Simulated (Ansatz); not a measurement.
`F[SiH](Cl)O[SiH3]` + H₂Se → `F[SiH]([SeH])O[SiH3]` + HCl at 600 K and 1 bar (ligand exchange at the Si–Cl bond).

Isolated molecules relaxed with PBE0-D4/def2-TZVP in Ansatz; ΔE leaves out vibrations. CCSD(T)/CBS adds triple-zeta CCSD(T) − MP2 to the extrapolated MP2 energy (def2 sets, frozen cores). This one scheme is used for every species. For Se outer-core shells are correlated without core-valence functions, which leaves a few kJ/mol of doubt a bond. Scalar relativity is left out up to krypton. One conformer a species, not always the lowest.

```
               species  CCSD(T)/CBS energy (Eh)  H − E (kJ/mol)  S (J/(mol·K))
   `F[SiH](Cl)O[SiH3]`              -1215.52253           178.2          475.1
                  H₂Se              -2401.89790            57.0          244.8
`F[SiH]([SeH])O[SiH3]`              -3157.02257           202.8          507.4
                   HCl               -460.38127            35.4          207.2
```

H − E and S are ideal-gas, rigid-rotor, harmonic terms from PBE0-D4/def2-TZVP, for one conformer and one mirror image of each species. 1 Eh = 2625.50 kJ/mol, R = 8.31446 J/(mol·K).

Task: By hand: ΔE, ΔH, ΔS and ΔG.

Result: ΔE = (-3157.02257) + (-460.38127) − (-1215.52253) − (-2401.89790) = 0.01659 Eh = 43.6 kJ/mol. Δ(H − E) = 202.8 + 35.4 − 178.2 − 57.0 = 3.0, so ΔH = 46.6 kJ/mol. ΔS = 507.4 + 207.2 − 475.1 − 244.8 = -5.3 J/(mol·K). ΔG = 46.6 − 600 × (-5.3)/1000 = 49.8 kJ/mol.

Task: By hand: the equilibrium constant, and the temperature at which ΔG would vanish if ΔH and ΔS stayed fixed.

Result: log₁₀ K = −ΔG/(RT ln 10) = -4.3. ΔH and −TΔS have one sign here, so there is no such temperature. One of them is within its doubt of zero, so this could turn.

The number of gas molecules stays the same, so ΔS is small and ΔH decides. A doubt of 5 kJ/mol in ΔE shifts log₁₀ K by 0.4 here. Other conformers and mirror images would add mixing entropy, several J/(mol·K) or more a flexible species. Modes under 60 cm⁻¹, often nearly free rotors, make the harmonic entropy too high. These are equilibria of isolated gas molecules and say nothing of rates. Largest T1 diagnostic: 0.011 (customary marks: 0.02 for closed shells, 0.045 for open ones).
